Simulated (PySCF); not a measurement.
**Bonding in `C#Cc1nncnc1CC`**

C7H7N3.
SMILES with atom numbers: `[CH:1]#[C:2][c:3]1[n:4][n:5][cH:6][n:7][c:8]1[CH2:9][CH3:10]` (hydrogens: H11 on C1; H12 on C6; H13, H14 on C9; H15, H16, H17 on C10)

Structure used (GFN2-xTB), in Å, numbered top down from 1:
```
atom  x, y, z in Å
C1    -1.1036    2.7613   -0.4152
C2    -1.1657    1.5816   -0.1976
C3    -1.2129    0.1902    0.0438
N4    -2.3287   -0.3197    0.5559
N5    -2.4110   -1.5980    0.7750
C6    -1.3870   -2.3650    0.4684
N7    -0.2272   -1.9483   -0.0317
C8    -0.1097   -0.6520   -0.2477
C9     1.1923   -0.1254   -0.7515
C10    1.9869    0.4959    0.4006
H11   -1.0610    3.7933   -0.6006
H12   -1.4965   -3.4262    0.6434
H13    1.7563   -0.9525   -1.1840
H14    1.0076    0.6329   -1.5155
H15    2.9376    0.8731    0.0335
H16    1.4333    1.3203    0.8452
H17    2.1823   -0.2494    1.1683
```

Bond orders from the PBE0/pcSseg-1 density (PySCF). Geometry: GFN2-xTB, one conformer, isolated molecule.

**Question.** Where do the orders between heavy atoms depart from those drawn in the SMILES?

**Answer.** The largest departure is 0.672, at C1–C2 (drawn triple, 2.328), counting aromatic bonds as 1.5. Drawn double or triple, more than 0.30 short of the drawn order: C1–C2 (2.328). The bonds drawn aromatic range from 1.17 to 1.53.

**Question.** Give the Mayer order of every bond, beside its length.

**Answer.** 
```tsv
bond	drawn as	length (Å)	Mayer order
C1–C2	triple	1.201	2.328
C2–C3	single	1.413	0.968
C3–N4	aromatic	1.329	1.528
N4–N5	aromatic	1.300	1.337
N5–C6	aromatic	1.316	1.477
C6–N7	aromatic	1.330	1.414
N7–C8	aromatic	1.319	1.502
C8–C9	single	1.492	1.055
C9–C10	single	1.531	1.037
C8–C3	aromatic	1.418	1.172
C1–H11	single	1.049	1.153
C6–H12	single	1.081	0.962
C9–H13	single	1.090	0.928
C9–H14	single	1.092	0.932
C10–H15	single	1.087	0.967
C10–H16	single	1.088	0.962
C10–H17	single	1.088	0.963
```

Bonds between the same two heavy elements. C–C: lowest C2–C3 (0.968, 1.413 Å), highest C1–C2 (2.328, 1.201 Å); in 3 of the 10 pairs the longer bond (by over 0.003 Å) has the higher order (by 0.02 or more). C–N: lowest C6–N7 (1.414, 1.330 Å), highest C3–N4 (1.528, 1.329 Å); in 3 of the 6 pairs the longer bond (by over 0.003 Å) has the higher order (by 0.02 or more).

**Question.** Sum the orders of all bonds at each heavy atom with more than one neighbour and set the sums beside the valence in the SMILES.

**Answer.** C1 3.481 (drawn 4), C2 3.296 (drawn 4), C3 3.668 (drawn 4), N4 2.865 (drawn 3), N5 2.814 (drawn 3), C6 3.853 (drawn 4), N7 2.916 (drawn 3), C8 3.729 (drawn 4), C9 3.952 (drawn 4), C10 3.929 (drawn 4). Orders between atoms that aren't bonded are not in these sums.

The Mayer order sums products of elements of PS (density times overlap matrix) between the two atoms' basis functions, so it depends on the basis set.
